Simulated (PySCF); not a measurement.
## Broadened absorption spectrum of NbSCl3

Species: NbSCl3 (singlet state).
Structure used (PBE0-D3(BJ)/def2-SVP), in Å, numbered top down from 1:
```xyz
5
Cl3NbS angstrom
Nb    -0.006    0.001   -0.002
S      0.038   -0.029    2.115
Cl     2.138    0.013   -0.739
Cl    -1.092    1.887   -0.657
Cl    -1.077   -1.872   -0.718
```

Theory: TDDFT wB97X-D/def2-SVPD, vertical, gas phase, core orbitals frozen in the response, def2 core potentials past Kr in PySCF 2.14.0, density-fitted response routines. Spin–orbit coupling is left out.

Broadening: Gaussians 0.25 eV wide at half height, area fixed by f = 4.319×10⁻⁹ ∫ε dν̃. The width is an assumption, not a result. The curve ends short of the highest state used, and states not computed would add to its high-energy end.

```json
{"λ (nm)": "303.2", "ε (L mol⁻¹ cm⁻¹)": "523"}
{"λ (nm)": "306.1", "ε (L mol⁻¹ cm⁻¹)": "829"}
{"λ (nm)": "309.1", "ε (L mol⁻¹ cm⁻¹)": "1155"}
{"λ (nm)": "312.0", "ε (L mol⁻¹ cm⁻¹)": "1400"}
{"λ (nm)": "315.0", "ε (L mol⁻¹ cm⁻¹)": "1513"}
{"λ (nm)": "317.9", "ε (L mol⁻¹ cm⁻¹)": "1477"}
{"λ (nm)": "320.9", "ε (L mol⁻¹ cm⁻¹)": "1338"}
{"λ (nm)": "323.8", "ε (L mol⁻¹ cm⁻¹)": "1179"}
{"λ (nm)": "326.8", "ε (L mol⁻¹ cm⁻¹)": "1055"}
{"λ (nm)": "329.7", "ε (L mol⁻¹ cm⁻¹)": "998"}
{"λ (nm)": "332.7", "ε (L mol⁻¹ cm⁻¹)": "986"}
{"λ (nm)": "335.6", "ε (L mol⁻¹ cm⁻¹)": "978"}
{"λ (nm)": "338.5", "ε (L mol⁻¹ cm⁻¹)": "939"}
{"λ (nm)": "341.5", "ε (L mol⁻¹ cm⁻¹)": "849"}
{"λ (nm)": "344.4", "ε (L mol⁻¹ cm⁻¹)": "719"}
{"λ (nm)": "347.4", "ε (L mol⁻¹ cm⁻¹)": "561"}
{"λ (nm)": "350.3", "ε (L mol⁻¹ cm⁻¹)": "411"}
{"λ (nm)": "353.3", "ε (L mol⁻¹ cm⁻¹)": "278"}
{"λ (nm)": "356.2", "ε (L mol⁻¹ cm⁻¹)": "177"}
{"λ (nm)": "359.2", "ε (L mol⁻¹ cm⁻¹)": "104"}
{"λ (nm)": "362.1", "ε (L mol⁻¹ cm⁻¹)": "59"}
{"λ (nm)": "365.1", "ε (L mol⁻¹ cm⁻¹)": "31"}
{"λ (nm)": "368.0", "ε (L mol⁻¹ cm⁻¹)": "15"}
{"λ (nm)": "371.0", "ε (L mol⁻¹ cm⁻¹)": "7"}
{"λ (nm)": "373.9", "ε (L mol⁻¹ cm⁻¹)": "3"}
{"λ (nm)": "376.9", "ε (L mol⁻¹ cm⁻¹)": "1"}
{"λ (nm)": "379.8", "ε (L mol⁻¹ cm⁻¹)": "1"}
{"λ (nm)": "382.7", "ε (L mol⁻¹ cm⁻¹)": "0"}
{"λ (nm)": "385.7", "ε (L mol⁻¹ cm⁻¹)": "0"}
{"λ (nm)": "388.6", "ε (L mol⁻¹ cm⁻¹)": "0"}
{"λ (nm)": "391.6", "ε (L mol⁻¹ cm⁻¹)": "0"}
{"λ (nm)": "394.5", "ε (L mol⁻¹ cm⁻¹)": "0"}
{"λ (nm)": "397.5", "ε (L mol⁻¹ cm⁻¹)": "0"}
{"λ (nm)": "400.4", "ε (L mol⁻¹ cm⁻¹)": "0"}
{"λ (nm)": "403.4", "ε (L mol⁻¹ cm⁻¹)": "0"}
{"λ (nm)": "406.3", "ε (L mol⁻¹ cm⁻¹)": "0"}
```

Q: Locate the maxima and give the states behind the curve.

A: 316 nm (3.93 eV), ε about 1500, made up of S4 (97%) (ε in L mol⁻¹ cm⁻¹; maxima over ε = 5, shares over 10%). The states used: S1 3.43 eV (f 0.0000); S2 3.67 eV (f 0.0040); S3 3.67 eV (f 0.0042); S4 3.94 eV (f 0.014); S5 4.46 eV (f 0.0000); S6 4.53 eV (f 0.0002); S7 4.54 eV (f 0.0002); S8 4.69 eV (f 0.0001); S9 4.69 eV (f 0.0002).

Q: What would ε be at 3.93 eV, the highest of these maxima, with half the width (0.125 eV)?

A: About 2930 L mol⁻¹ cm⁻¹ against 1520, a factor of about 1.9; a lone state at its own centre would give exactly 2.

Q: Does any computed singlet lie in the visible range?

A: No computed singlet lies in the visible range (380 to 750 nm); the lowest, at 362 nm, stands 0.16 eV above its violet end (3.26 eV); a Tamm–Dancoff triplet lies at 405 nm, without intensity as long as spin–orbit coupling is left out.

Q: Coming from long wavelengths, where does ε first pass 100 L mol⁻¹ cm⁻¹?

A: At about 359 nm (3.45 eV), 0.02 eV above S1.
